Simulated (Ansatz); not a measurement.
Coupled-cluster diagnostics for the cluster NaLi₆⁺, Ansatz.

Geometry of the singlet (PBE/def2-TZVP):

```tsv
atom	x (Å)	y (Å)	z (Å)
Li1	1.555	-0.805	-2.096
Li2	-2.180	-0.763	1.517
Li3	-0.915	-2.429	-0.950
Li4	-0.788	0.596	-0.806
Li5	0.757	-0.623	0.810
Li6	-0.496	1.896	1.904
Na7	2.068	2.129	-0.379
```

Correlated methods freeze 1 core orbital; core or outer-core shells of Li, Na are correlated, in sets that lack core-valence functions. The structure comes from a short search, and lower isomers may exist.

**Question.** Estimate the CCSD(T) correlation energy, the shares of MP2 and (T), T1 and the reference's ⟨S²⟩ for: charge 1, singlet, own geometry in def2-TZVPP; and the rough time on 4 threads of Arm Neoverse V1 on a shared host.

**Answer.** 
```tsv
state	basis	correlation (eV)	MP2 share (%)	(T) share (%)	T1	⟨S²⟩ (pure)	wall time	remarks
charge 1, singlet, own geometry	def2-TZVPP	-13.604	87.5	2.2	0.007	0.00 (0.00)	16 s	restricted SCF unstable
```
Customary marks for T1 are 0.02 (closed shells), 0.045 (open shells) and about 0.05 (3d metals). T1 stays under 0.02 throughout.
